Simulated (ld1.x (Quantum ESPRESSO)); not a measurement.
## PBEsol TM dataset for aluminium, scalar-relativistic all-electron reference.

- Element: aluminium
- Generator: ld1.x (Quantum ESPRESSO) 7.5
- Type: norm-conserving Troullier–Martins (Kleinman–Bylander form)
- Functional: PBEsol
- Relativity: scalar-relativistic
- Frozen core: [Ne]
- Valence charge: 3
- Reference configuration: 3s1 3p2
- Partial waves: 3p (bound): rc 2.90 bohr; 3d channel at -0.1 Ry: rc 2.40 bohr; 3s (bound): rc 1.80 bohr
- Local potential: the s channel
- Core correction: none

- Cutoffs needed: 8 Ry and 25 Ry (the cutoffs (Ry, on a coarse ladder) from which the occupation-weighted sum of valence levels, in a spherical-Bessel basis at the reference potential, stays within 10 and 1 mRy of its value at 400 Ry)
- Ghost test: no extra level below or beside the all-electron valence levels (p, d, s, f tested) (spherical-Bessel basis up to 400 Ry, 20 bohr box)
- Largest excitation error: +5.5 meV (all-electron minus pseudo) for 3s2 3p1.3, out of 7 test configurations
